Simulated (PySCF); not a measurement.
Mayer bond orders and bond lengths

Species: C6H8N2Si2.
Numbering: `[CH:1]#[C:2][C:3]#[C:4][Si@H:5]([CH2:6][C:7]#[N:8])[SiH2:9][NH2:10]` (hydrogens: H11 on C1; H12 on Si5; H13, H14 on C6; H15, H16 on Si9; H17, H18 on N10)

Structure used (GFN2-xTB), in Å, numbered top down from 1:
```
atom  x, y, z in Å
C1     2.4624   -1.9924   -3.8467
C2     1.8024   -1.3956   -3.0333
C3     1.0715   -0.7213   -2.1090
C4     0.4245   -0.0978   -1.2910
Si5   -0.5351    0.7669    0.0355
C6     0.7525    2.0755    0.6512
C7     0.1770    2.8804    1.6727
N8    -0.3315    3.4999    2.4915
Si9   -1.1701   -0.6320    1.7654
N10   -2.2048   -1.7859    1.0117
H11    3.0336   -2.5090   -4.5583
H12   -1.5726    1.5313   -0.6792
H13    1.0646    2.7153   -0.1747
H14    1.6382    1.5766    1.0470
H15   -2.0045   -0.0054    2.7899
H16    0.0053   -1.2135    2.4500
H17   -1.9025   -2.2574    0.1746
H18   -2.7196   -2.4293    1.5911
```

Bond orders from the PBE0/pcSseg-1 density (PySCF). Geometry: GFN2-xTB, one conformer, isolated molecule.

Question: Where do the orders between heavy atoms depart from those drawn in the SMILES?

Answer: The largest departure is 0.801, at C1–C2 (drawn triple, 2.199). Drawn single, order below 0.88: Si5–C6 (0.818). Drawn double or triple, more than 0.30 short of the drawn order: C1–C2 (2.199) and C3–C4 (2.226).

Question: Set the Mayer orders of the bonds between heavy atoms beside their lengths.

Answer: 
| bond | drawn as | length (Å) | Mayer order |
| --- | --- | --- | --- |
| C1–C2 | triple | 1.206 | 2.199 |
| C2–C3 | single | 1.358 | 0.888 |
| C3–C4 | triple | 1.215 | 2.226 |
| C4–Si5 | single | 1.851 | 0.923 |
| Si5–C6 | single | 1.936 | 0.818 |
| C6–C7 | single | 1.422 | 1.043 |
| C7–N8 | triple | 1.146 | 3.035 |
| Si5–Si9 | single | 2.314 | 0.906 |
| Si9–N10 | single | 1.723 | 1.040 |

Bonds between the same two heavy elements. C–C: lowest C2–C3 (0.888, 1.358 Å), highest C3–C4 (2.226, 1.215 Å); in 2 of the 6 pairs the longer bond (by over 0.003 Å) has the higher order (by 0.02 or more). C–Si: lowest Si5–C6 (0.818, 1.936 Å), highest C4–Si5 (0.923, 1.851 Å).

Question: And the bonds to hydrogen?

Answer: C–H: 0.92 to 1.15 (3 bonds); H–Si: 0.87 to 0.95 (3 bonds); H–N: 0.94 (2 bonds).

Question: Sum the orders of all bonds at each heavy atom with more than one neighbour and set the sums beside the valence in the SMILES.

Answer: C1 3.344 (drawn 4), C2 3.087 (drawn 4), C3 3.114 (drawn 4), C4 3.149 (drawn 4), Si5 3.593 (drawn 4), C6 3.694 (drawn 4), C7 4.078 (drawn 4), Si9 3.745 (drawn 4), N10 2.929 (drawn 3). Orders between atoms that aren't bonded are not in these sums.

Mayer orders depend on the basis set.
